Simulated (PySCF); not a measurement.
C3H4F2Si, SMILES C#CC([SiH3])(F)F. Geometry optimised at PBE-D3(BJ)/def2-SVP. This is a generated structure with no PubChem entry under its InChIKey; it may be hypothetical.

Computed equilibrium geometry at PBE-D3(BJ)/def2-SVP (PySCF confirms it by a frequency run) as bond lengths and angles, and its point group:
point group Cs.
Atoms: C1 C2 C3 F4 F5 Si6 H7 H8 H9 H10. Bonds (Å): C1–C2 1.222, C1–H7 1.082, C2–C3 1.463, C3–F4 1.384, C3–F5 1.384, C3–Si6 1.947, Si6–H8 1.500, Si6–H9 1.500, Si6–H10 1.500. Angles (°): C2–C1–H7 178.9, C1–C2–C3 175.1, C2–C3–F4 110.1, C2–C3–F5 110.1, C2–C3–Si6 113.1, F4–C3–F5 107.0, F4–C3–Si6 108.2, F5–C3–Si6 108.2, C3–Si6–H8 108.5, C3–Si6–H9 107.1, C3–Si6–H10 108.5, H8–Si6–H9 110.9, H8–Si6–H10 110.8, H9–Si6–H10 110.9.
